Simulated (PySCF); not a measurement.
## Computed properties of C2H8N, SMILES [NH2+](C)C, charge +1

C2H8N, SMILES C[NH2+]C, charge +1. Coordinates come from a PBE0-D3(BJ)/def2-SVP optimisation. The isomer is the one that the SMILES or the coordinates give; other isomers of the formula were not compared. Other conformers were not sampled. All values are computed for the isolated molecule unless a solvent is named; none is compared with measurement here.

**Structure.** The optimised structure has C2v symmetry. All 27 harmonic modes at PBE0-D3(BJ)/def2-SVP (PySCF) are real, so it is a minimum. With heavy atoms numbered as in [CH3:1][NH2+:2][CH3:3], the shortest bond between them is C1–N2 at 1.488 Å and the longest N2–C3 at 1.488 Å.

**Vibrations.** The strongest infrared lines (harmonic, unscaled, degenerate partners summed) lie at 3499 cm⁻¹ (111 km/mol, H 91 %, N 9 %), 3450 cm⁻¹ (72 km/mol, H 95 %), 1482 cm⁻¹ (54 km/mol, H 97 %). The softest mode is at 209 cm⁻¹ and the zero-point energy is 67.9 kcal/mol.

**Electronic structure.** CAM-B3LYP/def2-TZVPD (PySCF) places the frontier levels at -18.13 and -4.33 eV, a gap of 13.80 eV and a mean polarisability of 31.6 bohr³.

**Excitations.** TDA-ωB97X/def2-SVPD (PySCF) has S1 at 11.08 eV (112 nm, f = 0.016, weak); the most intense of the 10 singlets computed lies at 12.82 eV (f = 0.22). T1 (TDA) is at 10.82 eV, 0.26 eV under S1. No vertical singlet excitation falls in the visible range (under 3.1 eV).

**NMR.** GIAO shifts at B3LYP/pcSseg-1 (PySCF) (non-relativistic, atoms alike by connectivity averaged): ¹³C at 42.1 ppm against TMS; ¹H from 3.6 to 4.5 ppm against TMS.
